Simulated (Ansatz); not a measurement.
`CO[SiH2]C[SiH3]`. Total charge 0; spin multiplicity 1. The geometry is a stationary point of PBE0-D4/def2-TZVP. It is one conformer, not always the lowest.

```xyz
15

C    -2.705    0.658    1.108
O    -1.389    0.160    1.129
Si   -0.407    0.211   -0.190
C     1.220   -0.544    0.284
Si    2.498   -0.588   -1.084
H    -3.324    0.131    0.372
H    -3.144    0.510    2.096
H    -2.727    1.730    0.876
H    -0.225    1.624   -0.634
H    -1.031   -0.541   -1.318
H     1.041   -1.568    0.630
H     1.630    0.017    1.130
H     1.997   -1.380   -2.239
H     3.762   -1.209   -0.603
H     2.803    0.789   -1.557
```

Problem. What is the dipole moment at PBE/def2-TZVPP? (An estimate is asked.)

Solution. Computed: 0.93 D, with components (-0.74, 0.10, 0.56) D in this frame, pointing from negative to positive charge.

Problem. And with r2SCAN, B3LYP, ωB97M-V? (Estimate.)

Solution. Ansatz gave: r2SCAN 0.96 D, B3LYP 0.93 D, ωB97M-V 0.96 D.

Problem. Give the Mulliken charges with PBE, ωB97M-V, B3LYP in def2-TZVPP. (Best estimate.)

Solution. Computed: 
```
atom    PBE  ωB97M-V  B3LYP
  C1  -0.15    -0.19  -0.13
  O2  -0.31    -0.38  -0.39
 Si3   0.38     0.40   0.47
  C4  -0.26    -0.41  -0.31
 Si5   0.17     0.16   0.25
  H6   0.09     0.11   0.10
  H7   0.11     0.12   0.11
  H8   0.09     0.11   0.10
  H9  -0.09    -0.05  -0.10
 H10  -0.09    -0.05  -0.10
 H11   0.11     0.13   0.10
 H12   0.11     0.13   0.10
 H13  -0.05    -0.03  -0.07
 H14  -0.05    -0.03  -0.07
 H15  -0.05    -0.03  -0.07
```

B3LYP here is the variant with VWN-RPA as its local correlation; programs differ in this.
